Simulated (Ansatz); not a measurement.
Ansatz (a program for electronic structure) input (r2SCAN0/def2-TZVPD):

Ansatz 0.2 input:
```yaml
crystal:
  periodic: [false, false, false]
  atoms:
    - {symbol: Si, position_ang: [-0.16513467, 0.01419028, -0.12126737]}
    - {symbol: Br, position_ang: [-0.63329336, -1.59610348, 1.24387790]}
    - {symbol: Br, position_ang: [-0.15542450, 1.99028727, 0.75169394]}
    - {symbol: Br, position_ang: [1.35534980, -0.43346442, -1.58920719]}
    - {symbol: O, position_ang: [-1.65264368, 0.14227750, -1.21389874]}
    - {symbol: H, position_ang: [-2.47928909, 0.54798651, -0.89598058]}
    - {symbol: H, position_ang: [-1.81979412, -0.51004847, -1.91784899]}
basis:
  gaussian:
    orbitals: def2-TZVPD
hamiltonian:
  xc: {name: r2SCAN0}
total_charge: 1
output: {forces: true}
```

End of the output:

```
mean field evaluation 4: about -220090.0964 eV, gradient 3.8e0 eV
mean field evaluation 8: about -220091.0544 eV, gradient 6.5e-1 eV
mean field evaluation 16: about -220091.0546 eV, gradient 3.7e-5 eV
mean field -220091.05460170 eV, -8088.1970735375 hartree, gradient 3.7e-5 eV, S^2 0.000000; 0 other end points of the search recorded, 0 dependent functions left out
the calculation of the forces begins
reference -220091.05461715 eV, -8088.1970741052 hartree; 64, 64 occupied and 208, 208 virtual orbitals, 1998 factors
Total energy: -220091.05461715 eV, -8088.1970741052 hartree
Atom 0 at    -0.165135     0.014190    -0.121267 Å, force    -0.136025     0.008273    -0.096354 eV/Å
Atom 1 at    -0.633293    -1.596103     1.243878 Å, force     0.086993     0.296520    -0.250871 eV/Å
Atom 2 at    -0.155424     1.990287     0.751694 Å, force    -0.003738    -0.366098    -0.160442 eV/Å
Atom 3 at     1.355350    -0.433464    -1.589207 Å, force    -0.282313     0.080823     0.271202 eV/Å
Atom 4 at    -1.652644     0.142278    -1.213899 Å, force     0.009463    -0.075612     0.084396 eV/Å
Atom 5 at    -2.479289     0.547987    -0.895981 Å, force     0.276657    -0.154598    -0.100367 eV/Å
Atom 6 at    -1.819794    -0.510048    -1.917849 Å, force     0.048964     0.210692     0.252437 eV/Å
Dipole moment:    -1.072990    -0.012102    -0.679957 e Å
```

It need not be the lowest isomer of its formula.
